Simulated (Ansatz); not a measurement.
Stepwise reaction of GeH₄ with ammonia, as a gas-phase model of exchange steps in deposition or etching. ΔE in kJ/mol; ΔG adds harmonic PBE0-D4 terms to CCSD(T)/CBS, at 1 bar.

Isolated molecules relaxed with PBE0-D4/def2-TZVP in Ansatz; ΔE leaves out vibrations. CCSD(T)/CBS adds triple-zeta CCSD(T) − MP2 to the extrapolated MP2 energy (def2 sets, frozen cores). This one scheme is used for every species. Functionals use def2-TZVPP. B3LYP here is the variant with VWN-RPA as its local correlation; programs differ in this. For Ge outer-core shells are correlated without core-valence functions, which leaves a few kJ/mol of doubt a bond. Scalar relativity is left out up to krypton. One conformer a species, not always the lowest.

| step | reaction | PBE-D4 | B3LYP-D4 | ωB97M-V | CCSD(T)/CBS | ΔG(600 K) |
| --- | --- | --- | --- | --- | --- | --- |
| 1 | GeH₄ + NH₃ → `[NH2][GeH3]` + H₂ | 27.5 | 27.2 | 27.0 | 24.8 | 13.1 |
| 2 | `[NH2][GeH3]` + NH₃ → `[NH2][GeH2][NH2]` + H₂ | 9.2 | 8.6 | 8.3 | 5.4 | 12.1 |
| 3 | `[NH2][GeH2][NH2]` + NH₃ → `[NH2][GeH]([NH2])[NH2]` + H₂ | 2.7 | 1.6 | 0.5 | -1.8 | -5.3 |
| 4 | `[NH2][GeH]([NH2])[NH2]` + NH₃ → `[NH2][Ge]([NH2])([NH2])[NH2]` + H₂ | -0.6 | -3.1 | -3.8 | -6.3 | -2.8 |

Task: By hand: ΔE of the 4 steps together at CCSD(T)/CBS.

Result: (24.8) + (5.4) + (-1.8) + (-6.3) = 22.1 kJ/mol, or 5.5 kJ/mol a step.

In ΔE each step is lower than the one before. ΔG lies between -5.3 and 13.1 kJ/mol a step. PBE-D4 differs from CCSD(T)/CBS by 2.7 to 5.7 kJ/mol a step. Isolated molecules leave out the surface, adducts and barriers. Largest T1 diagnostic: 0.012.
